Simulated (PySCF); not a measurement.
PySCF input for Ge(H)2(Et)(OH) (C2H8GeO), SMILES C[CH2][GeH2][OH], IEF-PCM-ωB97X/def2-SVP. The structure is a stationary point at PBE-D3(BJ)/def2-SVP. This is a generated structure with no PubChem entry under its InChIKey; it may be hypothetical. Other conformers were not sampled.

```python
import numpy as np
from pyscf import gto, scf, dft
from pyscf.solvent import pcm

mol = gto.M(
    atom='''
    Ge    0.52736696    0.40977194    0.17919910
    O     1.33976447   -1.15904823   -0.22374145
    C    -1.30612895    0.40268391   -0.54874034
    C    -2.11968059   -0.80758423   -0.08141643
    H     1.42448082    1.47826062   -0.49482693
    H     0.49743743    0.59247097    1.73097116
    H     1.04552315   -1.86081755    0.38444141
    H    -1.21413199    0.41827846   -1.65508299
    H    -1.79174633    1.35856598   -0.25658175
    H    -2.25410365   -0.81243907    1.02082902
    H    -3.13221972   -0.82897402   -0.53513654
    H    -1.61424082   -1.75625975   -0.35811228
    ''',
    basis='def2-SVP',
    charge=0,
    spin=0,
    max_memory=1600,
    verbose=3,
)
mf = dft.RKS(mol, xc='wb97x').density_fit(auxbasis='def2-universal-jkfit')
mf.grids.level = 3
mf.conv_tol = 1e-9
mf.max_cycle = 100
mf.kernel()
res = {}
for name, eps in {'water': 78.355, 'ethanol': 24.852, 'chloroform': 4.7113}.items():
    s = mf.PCM()
    s.with_solvent.method, s.with_solvent.eps, s.with_solvent.lebedev_order = 'IEF-PCM', eps, 29
    s.kernel(mf.make_rdm1())
    res[name] = (s.e_tot, eps, s.dip_moment(), s.mo_energy, s.converged)
    print(f'{name}: electrostatic solvation free energy {(s.e_tot - mf.e_tot) * 627.509474:.3f} kcal/mol')
```

Program output:

```
converged SCF energy = -2232.89584939783

WARN: PCM is an experimental feature. It is still in testing.
Features and APIs may be changed in the future.

converged SCF energy = -2232.9031675284
Dipole moment(X, Y, Z, Debye): -2.09263,  0.13792,  1.16189
water: electrostatic solvation free energy -4.592 kcal/mol

WARN: PCM is an experimental feature. It is still in testing.
Features and APIs may be changed in the future.

converged SCF energy = -2232.9028211589
Dipole moment(X, Y, Z, Debye): -2.07505,  0.13939,  1.14411
ethanol: electrostatic solvation free energy -4.375 kcal/mol

WARN: PCM is an experimental feature. It is still in testing.
Features and APIs may be changed in the future.

converged SCF energy = -2232.90094599985
Dipole moment(X, Y, Z, Debye): -1.97850,  0.14376,  1.05809
chloroform: electrostatic solvation free energy -3.198 kcal/mol
```

The calculation finished and met its thresholds.

Cost: about 3.0 core-minutes (a rough figure).
